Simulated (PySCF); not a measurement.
# Worked example: entropy of an ideal gas

CH6ClGeN, SMILES [CH3][Ge@H]([NH2])[Cl].

Geometry: PBE0-D3(BJ)/def2-SVP. The structure was generated by enumeration; whether it is a known compound was not checked. The values are those of a single conformer.

PySCF with PBE0-D3(BJ)/def2-SVP gives the harmonic wavenumbers 108, 159, 183, 199, 255, 399, 561, 624, 628, 715, 743, 819, 845, 913, 1258, 1426, 1430, 1555, 2184, 3072, 3186, 3193, 3575, 3674 cm⁻¹ and the rotational temperatures 0.2413, 0.1307, 0.0989 K. The molar mass is 140.15 g/mol, the symmetry number 1, the spin multiplicity 1.

**Question.** Work out the entropy at 298.15 K and 1 atm in the rigid-rotor, harmonic-oscillator model.

**Answer.** 
Translation (Sackur–Tetrode at 1 atm): S = R[1.5 ln M + 2.5 ln T − 1.16487] = 170.4 J/(mol K).
Rotation: q = (√π/σ) T^1.5/√(θA θB θC) = 163000, S = R[ln q + 3/2] = 112.3 J/(mol K).
Vibration: with u = 1.4388 ν/T, each mode gives R[u/(e^u − 1) − ln(1 − e^−u)]:
```tsv
ν (cm⁻¹)	modes	u	S (J/(mol K))
108	1	0.52	13.83
159	1	0.77	10.72
183	1	0.88	9.61
199	1	0.96	8.96
255	1	1.23	7.10
399	1	1.93	4.04
561	1	2.71	2.18
624	1	3.01	1.72
628	1	3.03	1.69
715	1	3.45	1.21
743	1	3.59	1.08
819	1	3.95	0.80
845	1	4.08	0.73
913	1	4.41	0.55
1258	1	6.07	0.14
1426	1	6.88	0.07
1430	1	6.90	0.07
1555	1	7.50	0.04
```
The stiffer modes add less than 0.005 each. Sum 64.5 J/(mol K).
Spin: R ln 1 = 0.0 J/(mol K).
Total 347.2 J/(mol K); the program's own thermochemistry gives 347.2. Translation makes up 49 % and vibration 19 %. Anharmonicity, hindered rotation and orbital degeneracy are left out.
